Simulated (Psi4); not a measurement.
FGe, doublet, geometry from GFN2-xTB of the parent state (the spin is typed, not shown lowest); Psi4 with R2SCAN/STO-3G.

Input for Psi4:
```
memory 2 GB

molecule {
0 2
F    -0.00000000   -0.00000000   -1.32970099
Ge    0.00000000    0.00000000    0.37397840
}

set {
  basis sto-3g
  reference uks
}

energy('r2scan')
print_variables()
```

Output, abridged:

```
   => Loading Basis Set <=

    Name: STO-3G
    Role: ORBITAL
    Keyword: BASIS

         ---------------------------------------------------------
                                   SCF
               by Justin Turney, Rob Parrish, Andy Simmonett
                          and Daniel G. A. Smith
                              UKS Reference
         ---------------------------------------------------------

  ==> Geometry <==

    Molecular point group: c2v
    Full point group: C_inf_v

    Geometry (in Angstrom), charge = 0, multiplicity = 2:

       Center              X                  Y                   Z               Mass
    ------------   -----------------  -----------------  -----------------  -----------------
         F            0.000000000000     0.000000000000    -1.355343898282    18.998403162730
         GE           0.000000000000     0.000000000000     0.348335491718    73.921177761000

  Running in c2v symmetry.

  Rotational constants: A = ************  B =      0.38427  C =      0.38427 [cm^-1]
  Rotational constants: A = ************  B =  11520.27179  C =  11520.27179 [MHz]
  Nuclear repulsion =   89.455232931449629

  Charge       = 0
  Multiplicity = 2
  Electrons    = 41
  Nalpha       = 21
  Nbeta        = 20

  ==> Algorithm <==

  SCF Algorithm Type is DF.
  DIIS enabled.
  MOM disabled.
  Fractional occupation disabled.
  Guess Type is SAD.
  Energy threshold   = 1.00e-06
  Density threshold  = 1.00e-06
  Integral threshold = 1.00e-12

  ==> Primary Basis <==

  Basis Set: STO-3G
    Blend: STO-3G
    Number of shells: 11
    Number of basis functions: 23
    Number of Cartesian functions: 24
    Spherical Harmonics?: true
    Max angular momentum: 2

  ==> DFT Potential <==

   => LibXC <=

    Version 7.1.2
    S. Lehtola, C. Steigemann, M. J. T. Oliveira, and M. A. L. Marques,  SoftwareX 7, 1–5 (2018) (10.1016/j.softx.2017.11.002)

   => Composite Functional: R2SCAN <=

    r2SCAN Meta-GGA XC Functional  (0.1021/acs.jpclett.0c02405)
    J. W. Furness, A. D. Kaplan, J. Ning, J. P. Perdew, J. Sun  J. Phys. Chem. Lett.  11, 8208–8215, 2020

    Deriv               =              1
    GGA                 =           TRUE
    Meta                =           TRUE

    Exchange Hybrid     =          FALSE
    MP2 Hybrid          =          FALSE

   => Exchange Functionals <=

    1.0000   XC_MGGA_X_R2SCAN

   => Correlation Functionals <=

    1.0000   XC_MGGA_C_R2SCAN

   => LibXC Density Thresholds  <==

    XC_MGGA_C_R2SCAN:  1.00E-15
    XC_MGGA_X_R2SCAN:  1.00E-11

   => Molecular Quadrature <=

    Radial Scheme          =       TREUTLER
    Pruning Scheme         =           NONE
    Nuclear Scheme         =       TREUTLER

    Blocking Scheme        =         OCTREE
    BS radius alpha        =              1
    Pruning alpha          =              1
    Radial Points          =             75
    Spherical Points       =            302
    Total Points           =          40947
    Total Blocks           =            366
    Max Points             =            255
    Max Functions          =             23
    Weights Tolerance      =       1.00E-15

   => Loading Basis Set <=

    Name: (STO-3G AUX)
    Role: JKFIT
    Keyword: DF_BASIS_SCF

  ==> Integral Setup <==

  SCF_SUBTYPE=INCORE selected. In-core MEM_DF algorithm will be used.
  Using in-core AOs.

  ==> MemDFJK: Density-Fitted J/K Matrices <==

    J tasked:                   Yes
    K tasked:                    No
    wK tasked:                   No
    Algorithm:                 Core
    Schwarz Cutoff:           1E-12
    Mask sparsity (%):       1.8904
    Fitting Condition:        1E-10

   => Auxiliary Basis Set <=

  Basis Set: (STO-3G AUX)
    Blend: DEF2-UNIVERSAL-JKFIT
    Number of shells: 85
    Number of basis functions: 343
    Number of Cartesian functions: 464
    Spherical Harmonics?: true
    Max angular momentum: 5

  Minimum eigenvalue in the overlap matrix is 4.3969396927E-01.
[...]
    NB   [    10,    1,    5,    4 ]

   @DF-UKS iter   5: -2146.57574867553103    4.16053e+00   1.34773e-01 ADIIS
    Occupation by irrep:
             A1    A2    B1    B2
    DOCC [    11,    1,    4,    4 ]
    SOCC [     0,    0,    0,    1 ]
    NA   [    11,    1,    4,    5 ]
    NB   [    11,    1,    4,    4 ]

   @DF-UKS iter   6: -2149.41657524962602   -2.84083e+00   7.18417e-02 ADIIS/DIIS
   @DF-UKS iter   7: -2149.62248978978505   -2.05915e-01   1.22255e-01 ADIIS
   @DF-UKS iter   8: -2151.39141106946499   -1.76892e+00   5.70725e-03 ADIIS/DIIS
   @DF-UKS iter   9: -2151.33797495483032    5.34361e-02   2.14084e-02 ADIIS/DIIS
   @DF-UKS iter  10: -2151.35420557511861   -1.62306e-02   1.81390e-02 ADIIS/DIIS
   @DF-UKS iter  11: -2151.39881474653794   -4.46092e-02   1.38248e-03 ADIIS/DIIS
   @DF-UKS iter  12: -2151.39916065862644   -3.45912e-04   2.20003e-04 ADIIS/DIIS
   @DF-UKS iter  13: -2151.39916000101357    6.57613e-07   4.34849e-04 ADIIS/DIIS
   @DF-UKS iter  14: -2151.39921522095437   -5.52199e-05   1.09962e-04 ADIIS/DIIS
   @DF-UKS iter  15: -2151.39922197035867   -6.74940e-06   2.47958e-05 DIIS
   @DF-UKS iter  16: -2151.39922222882296   -2.58464e-07   1.19845e-05 DIIS
   @DF-UKS iter  17: -2151.39922227000261   -4.11796e-08   6.47936e-07 DIIS
  Energy and wave function converged.

  ==> Post-Iterations <==

   Electrons on quadrature grid:
      Nalpha   =   20.9999833946 ; deviation = -1.661e-05
      Nbeta    =   19.9999845402 ; deviation = -1.546e-05
      Ntotal   =   40.9999679348 ; deviation = -3.207e-05

   @Spin Contamination Metric:   2.443045027E-02
   @S^2 Expected:                7.500000000E-01
   @S^2 Observed:                7.744304503E-01
   @S   Expected:                5.000000000E-01
   @S   Observed:                5.000000000E-01

    Orbital Energies [Eh]
    ---------------------

    Alpha Occupied:

[...]
    Alpha Virtual:

[...]
    Beta Occupied:

[...]
    Beta Virtual:

[...]
    Final Occupation by Irrep:
             A1    A2    B1    B2
    DOCC [    11,    1,    4,    4 ]
    SOCC [     0,    0,    0,    1 ]
    NA   [    11,    1,    4,    5 ]
    NB   [    11,    1,    4,    4 ]

  @DF-UKS Final Energy: -2151.39922227000261

   => Energetics <=

    Nuclear Repulsion Energy =             89.4552329314496291
    One-Electron Energy =               -3199.0142633139234931
    Two-Electron Energy =                1048.6275612618599098
    DFT Exchange-Correlation Energy =     -90.4677531493889262
    Empirical Dispersion Energy =           0.0000000000000000
    VV10 Nonlocal Energy =                  0.0000000000000000
    Total Energy =                      -2151.3992222700026105

  UHF NO Occupations:
  HONO-2 :   11 A1 1.9994312
  HONO-1 :    4 B1 1.9882848
  HONO-0 :    5 B2 1.0000000
  LUNO+0 :    5 B1 0.0117152
  LUNO+1 :   12 A1 0.0005688

Computation Completed

Properties will be evaluated at   0.000000,   0.000000,   0.000000 [a0]

Properties computed using the SCF density matrix

 Multipole Moments:

 ------------------------------------------------------------------------------------
     Multipole            Electronic (a.u.)      Nuclear  (a.u.)        Total (a.u.)
 ------------------------------------------------------------------------------------

 L = 1.  Multiply by 2.5417464519 to convert [e a0] to [Debye]
 Dipole X            :          0.0000000            0.0000000            0.0000000
 Dipole Y            :          0.0000000            0.0000000            0.0000000
 Dipole Z            :          1.8193252           -1.9867812           -0.1674560
 Magnitude           :                                                    0.1674560

 ------------------------------------------------------------------------------------

  Variable Map:
  ----------------------------------------------------------------------------
[...]
  Array Variable Map:
  ----------------------------------------------------------------------------
[...]
[...]
```
